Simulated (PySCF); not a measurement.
Heteronuclear NMR

Molfile (atoms numbered from 1):
```
C5H5F4OPSi
     RDKit          3D

 17 17  0  0  0  0  0  0  0  0999 V2000
   -3.5217   -0.9721    0.2736 O   0  0  0  0  0  0  0  0  0  0  0  0
   -2.3290   -0.6930   -0.5181 P   0  0  1  0  0  5  0  0  0  0  0  0
   -1.5271    0.9257   -0.3709 C   0  0  0  0  0  0  0  0  0  0  0  0
   -0.2368    0.7471   -0.0517 C   0  0  0  0  0  0  0  0  0  0  0  0
    0.6998    1.8943    0.1936 C   0  0  0  0  0  0  0  0  0  0  0  0
    1.8383    1.7847   -0.5112 F   0  0  0  0  0  0  0  0  0  0  0  0
    0.1613    3.0745   -0.1345 F   0  0  0  0  0  0  0  0  0  0  0  0
    1.0618    1.9842    1.4832 F   0  0  0  0  0  0  0  0  0  0  0  0
    0.2571   -0.6230    0.0880 C   0  0  0  0  0  0  0  0  0  0  0  0
    2.0569   -1.1040    0.4650 Si  0  0  0  0  0  4  0  0  0  0  0  0
   -0.7406   -1.4997   -0.1013 C   0  0  0  0  0  0  0  0  0  0  0  0
   -0.6079   -2.8218   -0.0632 F   0  0  0  0  0  0  0  0  0  0  0  0
   -2.4607   -0.9005   -1.8899 H   0  0  0  0  0  0  0  0  0  0  0  0
   -2.0076    1.8810   -0.4941 H   0  0  0  0  0  0  0  0  0  0  0  0
    2.5240   -0.2812    1.5752 H   0  0  0  0  0  0  0  0  0  0  0  0
    2.8005   -0.8657   -0.7712 H   0  0  0  0  0  0  0  0  0  0  0  0
    2.0248   -2.5186    0.8176 H   0  0  0  0  0  0  0  0  0  0  0  0
  1  2  2  0
  2  3  1  0
  3  4  2  0
  4  5  1  0
  5  6  1  0
  5  7  1  0
  5  8  1  0
  4  9  1  0
  9 10  1  0
  9 11  2  0
 11 12  1  0
 11  2  1  0
  2 13  1  6
  3 14  1  0
 10 15  1  0
 10 16  1  0
 10 17  1  0
M  END
```

Method: shielding tensors at PBE0/pcSseg-1 (GIAO), coordinates at the GFN2-xTB level, in PySCF (one computed conformer, no solvent model, equivalent nuclei averaged, no relativistic terms).

(1) Predict the ¹⁹F NMR data.

(2) Predict the ³¹P NMR data.

(3) Predict the ²⁹Si NMR data.

(4) What are the ¹⁷O shifts?

Answers

(1) 
| atoms | environment | σ (ppm) | δ (ppm) |
| --- | --- | --- | --- |
| F6/F7/F8 | fluorine of a CF3 group | 251.3 | -66.1 |
| F12 | vinylic fluorine | 274.9 | -102.1 |

Shieldings were converted by a linear fit to measured shifts: ¹⁹F: δ = 146.13 − 0.903σ +14.6 on sp3 carbon (rms 6.0 ppm, 223 shifts, 7.0 ppm with the 5 outliers that the fit left out vs CFCl3, solution or neat liquid). Occasional misses reach two or three times the rms, and more in compound classes unlike the fitted ones.

On a 300 MHz spectrometer ¹⁹F resonates near 282.3 MHz, so 1 ppm is 282.3 Hz.

(2) 
| atoms | environment | σ (ppm) | δ (ppm) |
| --- | --- | --- | --- |
| P2 | phosphorus bonded to 2 C, O, H, in a 5-membered ring | 341.0 | -12.4 |

Shieldings were converted by a linear fit to measured shifts: ³¹P (scatter 18.1 ppm rms vs H3PO4, solution or neat liquid). A few per cent of atoms miss by over 2 rms, more outside the fitted compound classes.

On a 300 MHz spectrometer ³¹P resonates near 121.4 MHz, so 1 ppm is 121.4 Hz.

(3) 
```csv
atoms,environment,σ (ppm),δ (ppm)
Si10,"silicon bonded to C, 3 H",437.4,-79.6
```

Shieldings were converted by a linear fit to measured shifts: ²⁹Si: δ = 279.94 − 0.822σ (rms 8.9 ppm, 72 shifts, 25.8 ppm with the 6 outliers that the fit left out vs TMS, solution or neat liquid). A few per cent of atoms miss by over 2 rms, more outside the fitted compound classes.

On a 500 MHz spectrometer ²⁹Si resonates near 99.3 MHz, so 1 ppm is 99.3 Hz.

(4) 
```json
{"atoms": "O1", "environment": "P=O oxygen", "σ (ppm)": "281.5", "δ (ppm)": "10.3"}
```

Shieldings were converted by a linear fit to measured shifts: ¹⁷O (scatter 10.7 ppm rms, 12.2 ppm with the 3 outliers that the fit left out vs liquid water, solution or neat liquid). Occasional misses reach two or three times the rms, and more in compound classes unlike the fitted ones.

On a 300 MHz spectrometer ¹⁷O resonates near 40.7 MHz, so 1 ppm is 40.7 Hz.
